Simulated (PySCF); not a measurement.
Species: C7H5NS.
Bonds: S1–C2 (double), C2–N3 (double), N3–C4, C4–C5 (aromatic), C5–C6 (aromatic), C6–C7 (aromatic), C7–C8 (aromatic), C8–C9 (aromatic), C4–C9 (aromatic). Hydrogens: H10 on C5; H11 on C6; H12 on C7; H13 on C8; H14 on C9.

NICS = −σ at a ghost point: NICS(0) at the centroid of the ring atoms, NICS(1) 1 Å to either side along the normal of their mean plane, zz for the tensor component along that normal. Level: GIAO PBE0/pcSseg-1 (PySCF, non-relativistic, gas phase) on the GFN2-xTB geometry, one conformer.

Ring bond lengths (Å), with Mayer bond orders in brackets: C4–C5 1.393 (1.37), C5–C6 1.381 (1.45), C6–C7 1.386 (1.43), C7–C8 1.386 (1.42), C8–C9 1.381 (1.45), C9–C4 1.396 (1.36).

Task: What do the NICS probes read (ppm)?

Result: 
```csv
ring,type,NICS(0),"NICS(1), two faces","NICS(1)zz, two faces",rms pucker (Å),"centre to ring atoms, mean (Å)"
C4–C5–C6–C7–C8–C9,6-membered carbocycle; formal bonds all aromatic,-9.1,-11.0 / -11.0,-27.2 / -27.2,0.00,1.39
```

Task: What can be read from them?

Result: 
- C4–C5–C6–C7–C8–C9: mean NICS(1)zz -27.2 ppm, shielded, aromatic by this magnetic criterion (flat ring, no four-coordinate atom).

Task: How equal are the bonds by HOMA? HOMA = 1 − mean of α(R − Ropt)² over the ring bonds, with Krygowski's 1993 parameters (CC: Ropt 1.388 Å, α 257.7 Å⁻²).

Result: 
- C4–C5–C6–C7–C8–C9: HOMA 0.99 = 1 − EN − GEO, with mean bond length 1.387 Å, EN = α(Ropt − mean)² = 0.000 and GEO = α × variance = 0.008. The geometric and the magnetic index point the same way.

Task: What is the mean of the two in-plane components of NICS at the second NICS(1) probe listed for ring C4–C5–C6–C7–C8–C9, 1 Å off the ring?

Result: The isotropic value is a third of the trace: (3 × -11.0 − (-27.2))/2 = -2.9 ppm.

Task: Give the inner angles of the rings and the Hirshfeld charges of the ring atoms.

Result: 
- C4–C5–C6–C7–C8–C9: C4 120.2° (+0.055 e), C5 119.6° (-0.051 e), C6 120.3° (-0.042 e), C7 120.0° (-0.047 e), C8 120.5° (-0.042 e), C9 119.4° (-0.053 e); sum 720.0° against 720° for a flat convex ring.

Task: What are the shieldings of the ring atoms and their hydrogens in the same run (means over atoms taken as equivalent)?

Result: 
| atoms | environment | σ isotropic (ppm) |
| --- | --- | --- |
| C4 | aromatic carbon bearing nitrogen | 49.5 |
| C5 (×2) | aromatic CH carbon | 53.7 |
| C6 (×2) | aromatic CH carbon | 51.6 |
| C7 | aromatic CH carbon | 55.5 |
| H10 (×2) | aromatic hydrogen | 24.27 |
| H11 (×2) | aromatic hydrogen | 24.10 |
| H12 | aromatic hydrogen | 24.27 |

Conformer computed: `[S:1]=[C:2]=[N:3][c:4]1[cH:5][cH:6][cH:7][cH:8][cH:9]1`: C2–N3–C4–C5 180°.
